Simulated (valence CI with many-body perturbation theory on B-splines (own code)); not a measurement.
**Sensitivity of CI+MBPT for I48+**

Calculated by configuration interaction combined with many-body perturbation theory (CI+MBPT): three valence electrons over a frozen Dirac-Fock core [He], radial functions for each j: 6 s, 6 p, 5 d, 3 f, 1 g, with the one-electron correlation potential Σ1, the two-electron term Σ2, the three-electron term Σ3, Breit, model QED; selected CI, second order for the rest, scaled by the run's own slope (own B-spline code, finite nucleus).

The last digits are not significant, and no measured levels were compared; by estimate large intervals hold to a few tenths of a per cent, small ones and those within an open d or f shell to about a per cent.

The reference run has the lowest level (2s^2 2p1/2) J=1/2 and an ionisation energy of 8861.81 eV. Its largest variational space holds 3800 state functions.

Levels are named by their leading jj configuration (3d3/2^4 stands for four electrons in 3d with j = 3/2), which in mixed levels can hold well under half, so a name can repeat and another be missing. Letters in brackets count levels of one name in rising energy.

Changed runs:
A. QED terms on → off
B. selection threshold (hartree) 2e-08 → 1e-06
C. correlating orbitals by l 3 3 3 2 1 → 6 5 3 0 1; hole-hole ladder in Σ2 on → off
D. logarithmic knot step 0.27 → 1.1 (bad on purpose)

Excitation energies of the reference run in cm⁻¹, and shifts in cm⁻¹:

| Level | Reference | A | B | C | D |
| --- | --- | --- | --- | --- | --- |
| (2s 2p1/2^2) J=1/2 | 1280540 | +45666 | 0 | -136 | -59 |
| (2s^2 2p3/2) J=3/2 | 2662340 | -3970 | 0 | -48 | +85 |
| (2s 2p1/2 2p3/2) J=3/2 [a] | 3556180 | +40776 | -0.1 | -835 | +23 |
| (2s 2p1/2 2p3/2) J=5/2 | 3807130 | +40811 | -0.2 | +49 | +26 |
| (2s 2p1/2 2p3/2) J=3/2 [b] | 4202750 | +41030 | -0.1 | +1034 | +29 |
| (2s 2p1/2 2p3/2) J=1/2 | 4207070 | +41221 | 0 | +641 | +26 |
| (2p1/2^2 2p3/2) J=3/2 | 5577500 | +85792 | 0 | +197 | -44 |
| (2s 2p3/2^2) J=5/2 | 6365220 | +35992 | -0.1 | -148 | +112 |
| (2s 2p3/2^2) J=1/2 | 6946870 | +36146 | 0 | +806 | +120 |
| (2s 2p3/2^2) J=3/2 | 6955510 | +36316 | 0 | +1039 | +116 |
| (2p1/2 2p3/2^2) J=3/2 | 7990550 | +82115 | -0.1 | -240 | +38 |
| (2p1/2 2p3/2^2) J=5/2 | 8147060 | +82108 | -0.2 | +582 | +42 |
| Ionisation energy (eV) | 8861.81 | -0.06 | 0 | -0.14 | +0.0014 |
